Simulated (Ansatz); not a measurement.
Gas-phase electronic energies from Ansatz, PBE0-D4/def2-TZVP geometries. CCSD(T)/CBS is the MP2 limit (def2-TZVPP, def2-QZVPP) plus CCSD(T) − MP2 in def2-TZVPP, frozen cores. DFT in def2-TZVPP. B3LYP here is the variant with VWN-RPA as its local correlation; programs differ in this. Elements past krypton have def2 core potentials. For Te outer-core shells are correlated without core-valence functions, which leaves a few kJ/mol of doubt a bond. One conformer a species, not always the lowest.

Reaction (ligand exchange at a B–Te bond): `CB(N)[TeH]` + `O[SiH3]` → `CB(N)O[SiH3]` + H₂Te

```csv
level,ΔE (kJ/mol),difference from CCSD(T)/CBS
PBE-D4,-62.7,2.7
r2SCAN-D4,-72.4,-7.0
PBE0-D4,-66.8,-1.4
B3LYP-D4,-77.1,-11.7
ωB97X-V,-75.2,-9.8
ωB97M-V,-76.0,-10.6
B2PLYP,-73.9,-8.5
PBE,-62.9,2.5
r2SCAN,-72.0,-6.6
PBE0,-66.9,-1.5
B3LYP,-78.0,-12.6
HF/def2-TZVPP,-91.7,-26.3
MP2/def2-TZVPP,-62.1,3.3
SCS-MP2/def2-TZVPP,-68.9,-3.5
CCSD/def2-TZVPP,-75.9,-10.5
CCSD(T)/def2-TZVPP,-72.1,-6.7
HF/def2-QZVPP,-92.5,-27.1
MP2/def2-QZVPP,-58.6,6.8
SCS-MP2/def2-QZVPP,-65.7,-0.3
HF/CBS(def2),-92.6,-27.2
MP2/CBS(def2),-55.4,10.0
CCSD/CBS(def2),-69.2,-3.8
CCSD(T)/CBS,-65.4,0
```

Largest T1 diagnostic among the species: 0.011.

From PBE to PBE0 (25 % exact exchange), in def2-TZVPP and without D4, ΔE moves by −4.0 kJ/mol. In def2-TZVPP, CCSD(T) changes the Hartree–Fock value by +19.6 kJ/mol (the triples alone add +3.8 kJ/mol) and MP2 by +29.6 kJ/mol.
